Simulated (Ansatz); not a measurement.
Frontier orbitals of `CB1N[SiH2]1`.

```xyz
10

C     1.6659   -0.3992    0.3136
B     0.1791   -0.0589    0.0273
N    -0.7224    0.9564    0.2835
Si   -1.6358   -0.2264   -0.6369
H     1.7439   -1.3536    0.8423
H     2.2114   -0.5286   -0.6260
H     2.1744    0.3672    0.9051
H    -0.7258    1.8471    0.7579
H    -2.7708   -0.8503    0.0946
H    -2.1199    0.2465   -1.9615
```

Total charge 0; spin multiplicity 1. All single points use the PBE0-D4/def2-TZVP geometry. Basis def2-TZVPP, Ansatz.

| functional | HOMO (eV) | LUMO (eV) | gap (eV) |
| --- | --- | --- | --- |
| LDA (SPW92) | -5.78 | -1.03 | 4.75 |
| PBE | -5.69 | -0.87 | 4.82 |
| r2SCAN | -5.87 | -0.52 | 5.35 |
| B97M-V | -5.94 | -0.71 | 5.23 |
| PBE0 | -6.76 | -0.04 | 6.72 |
| HSE06 (plane-wave form) | -6.36 | -0.41 | 5.95 |
| CAM-B3LYP | -8.05 | 0.91 | 8.96 |
| LC-ωPBE | -9.34 | 2.07 | 11.41 |
| ωB97M-V | -8.83 | 1.58 | 10.41 |
| HF | -9.25 | 2.79 | 12.04 |

Against PBE, PBE0 changes HOMO and LUMO by −1.07 and +0.83 eV, ωB97M-V by −3.15 and +2.45 eV. A gap of 4.81 eV thus becomes 10.42 eV for the same molecule, so an orbital gap means little without its functional. A positive LUMO is unbound and depends on the basis.

LC-ωPBE has ω = 0.4 bohr⁻¹.
